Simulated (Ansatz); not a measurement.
Single points on K3H3.

```yaml
crystal:
  periodic: [false, false, false]
  atoms:
    - {symbol: K, position_ang: [1.504828, 1.987730, 0.010632]}
    - {symbol: K, position_ang: [-2.475124, 0.308939, -0.060874]}
    - {symbol: K, position_ang: [0.968757, -2.296178, 0.049504]}
    - {symbol: H, position_ang: [-0.945923, 2.240733, -0.024522]}
    - {symbol: H, position_ang: [2.415744, -0.301435, 0.053864]}
    - {symbol: H, position_ang: [-1.468273, -1.939790, -0.028613]}
basis:
  gaussian: {orbitals: def2-TZVP, initial_orbitals: start.molden}
correlation: {method: mp2}
scf: {omitted_lower_state_checks: [starts]}
output: {orbitals: {seedname: orbitals}}
```

The file start.molden holds the orbitals of an earlier run on this structure, at another level or in another basis.

```sh
$ ansatz run in.yaml --threads 4 --pin off --events-out ev --progress --plain --max-ram 3916MiB
```

Output, abridged:

```
Functional definition: HF
1116 factors; integrals over basis functions are off by at most 7.7e-4 eV
mean field evaluation 1: about -48957.4120 eV, gradient 1.9e1 eV
mean field evaluation 2: about -48957.6769 eV, gradient 4.0e-1 eV
mean field evaluation 4: about -48957.6879 eV, gradient 3.7e-3 eV
mean field -48957.68794870 eV, -1799.1618474019 hartree, gradient 9.2e-6 eV, S^2 0.000000; 0 other end points of the search recorded, 0 dependent functions left out
15 core orbitals not correlated: weight in the atoms' cores, before any rotation towards them, 1.000 or more for the frozen orbitals, at most 0.000 for the correlated occupied ones
reference -48957.68794870 eV, -1799.1618474019 hartree; 15, 15 occupied and 87, 87 virtual orbitals, 1116 factors
second order -14.55020762 eV of doubles, -0.00000000 eV of singles
Total energy: -48972.23815632 eV, -1799.6965576695 hartree
Checks for a lower state left out: starts
```

Run time 0.6 s (4 threads of Arm Neoverse V2 on a shared host).

As the first input, with `gaussian: {orbitals: def2-TZVPD, initial_orbitals: start.molden}`, `hamiltonian: {xc: pbe0, dispersion: d4}` and without the key `correlation` (abridged; 1.8 s):

```
Functional definition: PBE0
mean field -49008.09644381 eV, -1801.0143254291 hartree, gradient 4.2e-6 eV, S^2 0.000000
Total energy: -49008.25119502 eV, -1801.0200124312 hartree
Checks for a lower state left out: starts
```

First input, but with `hamiltonian: {xc: {text: "exchange = 0.85*pbe_x + 0.15*exact_x\ncorrelation = pbe_c"}}` and without the key `correlation` (abridged; 1.1 s):

```
Functional definition: unnamed
mean field -49006.45060147 eV, -1800.9538418386 hartree, gradient 3.0e-5 eV, S^2 0.000000
Total energy: -49006.45065202 eV, -1800.9538436963 hartree
Checks for a lower state left out: starts
```

The first input with `hamiltonian: {xc: {text: "exchange = 0.90*pbe_x + 0.10*exact_x\ncorrelation = pbe_c"}}` and without the key `correlation` (abridged; 1.2 s):

```
Functional definition: unnamed
mean field -49005.64652008 eV, -1800.9242923927 hartree, gradient 5.5e-5 eV, S^2 0.000000
Total energy: -49005.64657340 eV, -1800.9242943522 hartree
Checks for a lower state left out: starts
```

As the first input, with `hamiltonian: {xc: {name: CAM-B3LYP}, dispersion: d4}` and without the key `correlation` (abridged; 1.3 s):

```
Functional definition: CAM-B3LYP
mean field -49024.15725507 eV, -1801.6045493565 hartree, gradient 4.5e-5 eV, S^2 0.000000
Total energy: -49024.32118554 eV, -1801.6105736904 hartree
Checks for a lower state left out: starts
```

As the first input, with `gaussian: {orbitals: def2-TZVPD, initial_orbitals: start.molden}`, `correlation: {method: ccsd_t}` (abridged; 9.5 s):

```
Functional definition: HF
mean field -48957.70577801 eV, -1799.1625026169 hartree, gradient 4.2e-6 eV, S^2 0.000000
15 core orbitals not correlated: weight in the atoms' cores, before any rotation towards them, 1.000 or more for the frozen orbitals, at most 0.000 for the correlated occupied ones
second order -14.86693664 eV of doubles, -0.00000000 eV of singles
cycle   1  -16.07167625 eV  change    -1.2e0 eV  update   7.2e-2
cycle   2  -16.40141850 eV  change   -3.3e-1 eV  update   2.7e-2
cycle   3  -16.41848392 eV  change   -1.7e-2 eV  update   1.0e-2
cycle   4  -16.41369192 eV  change    4.8e-3 eV  update   4.8e-3
cycle   5  -16.41228887 eV  change    1.4e-3 eV  update   1.5e-3
cycle   6  -16.41235393 eV  change   -6.5e-5 eV  update   4.7e-4
cycle   7  -16.41240653 eV  change   -5.3e-5 eV  update   1.7e-4
cycle   8  -16.41241782 eV  change   -1.1e-5 eV  update   7.0e-5
cycle   9  -16.41242024 eV  change   -2.4e-6 eV  update   2.3e-5
perturbative correction -0.20440869 eV, -0.0075118806 hartree
Total energy: -48974.32260693 eV, -1799.7731598164 hartree
Checks for a lower state left out: starts
```

First input, but with `hamiltonian: {xc: {text: "exchange = 0.50*pbe_x + 0.50*exact_x\ncorrelation = pbe_c"}}` and without the key `correlation` (abridged; 1.3 s):

```
Functional definition: unnamed
mean field -49012.18581048 eV, -1801.1646068824 hartree, gradient 7.5e-6 eV, S^2 0.000000
Total energy: -49012.18584162 eV, -1801.1646080266 hartree
Checks for a lower state left out: starts
```

Geometry: PBE-D4/def2-TZVP.

Correlated methods freeze 15 core orbitals; core or outer-core shells of K are correlated, in sets that lack core-valence functions. The structure comes from a short search, and lower isomers may exist.
